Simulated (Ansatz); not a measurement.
`CC(C)Br` and `CC(Br)BS` differ in one atom or group.

Ansatz, PBE0-D4/def2-TZVP geometries, multiplicity 1. Each molecule was computed in one conformer, which needn't be the lowest.

Scalar relativity is left out up to krypton.

```csv
property,`CC(C)Br`
size of the dipole moment (PBE/def2-TZVPP) / D,2.21
LUMO energy (ωB97M-V/def2-TZVPP) / eV,2.15
HOMO–LUMO gap (B3LYP/def2-TZVPP) / eV,7.38
LUMO energy (PBE/def2-TZVPP) / eV,-0.90
HOMO energy (B3LYP/def2-TZVPP) / eV,-7.52
HOMO–LUMO gap (ωB97M-V/def2-TZVPP) / eV,12.20
```

Q: What does the change do to each property? (Estimate.)

A: The calculation gave: 
```
                                      property  `CC(Br)BS`  shift
size of the dipole moment (PBE/def2-TZVPP) / D        2.16  -0.05
         LUMO energy (ωB97M-V/def2-TZVPP) / eV        0.61  -1.54
         HOMO–LUMO gap (B3LYP/def2-TZVPP) / eV        5.97  -1.41
             LUMO energy (PBE/def2-TZVPP) / eV       -2.28  -1.38
           HOMO energy (B3LYP/def2-TZVPP) / eV       -7.52   0.00
       HOMO–LUMO gap (ωB97M-V/def2-TZVPP) / eV       10.54  -1.66
```

Dipoles are sizes alone; their direction can turn.

B3LYP here is the variant with VWN-RPA as its local correlation; programs differ in this.

Spin–orbit coupling is left out; it splits and shifts lone-pair levels of the heavy atoms by tenths of an eV.
